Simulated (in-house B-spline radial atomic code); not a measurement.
Configurations of the chlorine ion Cl²⁺, with energies counted from [Ne] 3s2 3p3. Level of theory: Dirac-Hartree-Fock, average of configuration, Fermi nucleus of rms radius 3.3654 fm; calculated with a B-spline radial code for spherical atoms. Energies include first-order Breit, QED and recoil terms.

Occupations are held fixed; configurations that lie above the ionisation limit could autoionise.

```
   configuration  E - E(ref) (eV)  highest orbital  its <r> (bohr)
[Ne] 3s2 3p2 5g1           32.379            5g9/2           9.161
[Ne] 3s2 3p2 6d1           33.411            6d5/2           14.85
[Ne] 3s1 3p3 6d1           47.773            6d5/2           14.78
[Ne] 3s1 3p3 6f1            48.22            6f5/2           15.76
[Ne] 3s1 3p3 7f1           49.134            7f5/2           22.21
```

Task: Order these further configurations by energy, lowest first.
A. [Ne] 3s2 3p2 5d1
B. [Ne] 3s2 3p2 7s1
C. [Ne] 3s2 3p2 7g1
D. [Ne] 3s2 3p2 7f1
E. [Ne] 3s2 3p2 6s1

Result: A (31.551 eV), E (31.732 eV), B (33.514 eV), D (34.756 eV), C (34.778 eV).
